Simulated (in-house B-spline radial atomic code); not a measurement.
Results of a calculation; reference values are marked as such.
**Ghost states of the separable form: Te**

Te, [Kr] 4d10 5s2 5p4, non-relativistic LDA (VWN5), spherical and spin-unpolarised, from an all-electron radial atomic-structure program (B-spline basis) (atomic units; all potentials screened as in the neutral atom).

Troullier-Martins channels: 5s (ε = -0.5210, r_c = 1.901 bohr), 5p (ε = -0.2266, r_c = 2.101 bohr). In the Kleinman-Bylander form one channel serves as the local potential, and each other channel l becomes |δV u><u δV|/<u|δV|u>, with δV = V_l − V_local and u the pseudo-orbital. Its strength is E_KB = <u|δV²|u>/<u|δV|u>. By the analysis of Gonze, Stumpf and Scheffler a spurious state lies below the reference level ε if E_KB > 0 and ε is above the second level of the local potential alone, or if E_KB < 0 and ε is above its first. The table's levels are those of angular momentum l in a sphere of 9 bohr, whose wall can lift a shallow ε a little above its free-atom value.

```tsv
local	channel	<u δV u>	<u δV² u>	ε	first local level	second local level
p	s	-0.039085	0.076451	-0.5210	-0.4984	0.0199
s	p	0.02677	0.034682	-0.2264	-0.2588	0.0915
```

(1) Apply the rule to each row.

Diagonalising the separable Hamiltonian gives:

| local | channel | three lowest levels | all-electron, two lowest valence levels |
| --- | --- | --- | --- |
| p | s | -0.5210, 0.0197, 0.3166 | -0.5210, 0.0223 |
| s | p | -0.2264, 0.0992, 0.4339 | -0.2264, 0.0993 |

(2) Which choices of local channel are safe?

## Answers

(1) Local p, channel s: E_KB = -1.96, so ε = -0.5210 is set against -0.4984: no ghost. Local s, channel p: E_KB = +1.3, so ε = -0.2264 is set against 0.0915: no ghost.

(2) All are free of ghosts. Among the safe choices the second level, which tests transfer, is off by at most 0.2 millihartree (s local), 2.6 millihartree (p local).
